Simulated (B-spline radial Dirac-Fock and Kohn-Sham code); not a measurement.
## Binding energies of Hg³⁺ at several levels of theory

System: Hg³⁺, configuration [Xe] 4f14 5d9.

The density-functional columns are spherical, spin-unpolarised Dirac-Kohn-Sham results without Breit or QED terms: −ε is minus the orbital energy of the initial state and ΔSCF the difference of two total energies. The reference in the last column comes from Dirac-Fock ΔSCF + Breit + QED. All numbers are from a radial B-spline solver, in eV; a selection of levels is shown. The Kohn-Sham columns are given as differences from the reference. For the 1s level of heavy atoms much of the gap between ΔSCF and the reference is the Breit and QED part, -454.1 eV here; for other levels the error of the functional can be larger.

```
     level  PBE −ε − DF  PBE ΔSCF − DF  LDA −ε − DF  LDA ΔSCF − DF  Dirac-Fock
    K (1s)       -110.9         +511.6       -176.7         +443.7     83141.6
   L1 (2s)       -160.7          -45.2       -170.5          -54.6     14893.7
L2 (2p1/2)       -111.6          +38.2       -116.1          +33.8     14253.0
L3 (2p3/2)       -133.6           -8.7       -136.1          -10.9     12327.5
   M1 (3s)        -91.5          -56.9        -94.0          -59.3      3613.6
M2 (3p1/2)        -73.6          -36.2        -74.5          -37.1      3328.2
M3 (3p3/2)        -73.8          -40.4        -74.2          -40.7      2897.0
M4 (3d3/2)        -51.9          -11.7        -51.6          -11.3      2430.6
   N1 (4s)        -51.5          -35.1        -52.7          -36.2       852.7
N2 (4p1/2)        -43.8          -27.4        -44.3          -27.8       730.1
N3 (4p3/2)        -43.3          -27.8        -43.9          -28.4       625.4
N4 (4d3/2)        -31.1          -15.8        -31.1          -15.8       425.1
N6 (4f5/2)        -13.1           +1.4        -12.6           +2.0       145.5
N7 (4f7/2)        -13.3           +1.1        -12.8           +1.7       141.5
   O1 (5s)        -17.1           -7.7        -16.7           -7.2       169.1
O2 (5p1/2)        -13.0           -3.9        -12.5           -3.4       126.9
O3 (5p3/2)        -13.0           -4.4        -12.8           -4.2       108.6
 O4,5 (5d)         -5.7           +1.6         -5.4           +1.9       48.15
```

Values without a named source are computed, but for edge energies of neutral atoms, which are taken from tables.
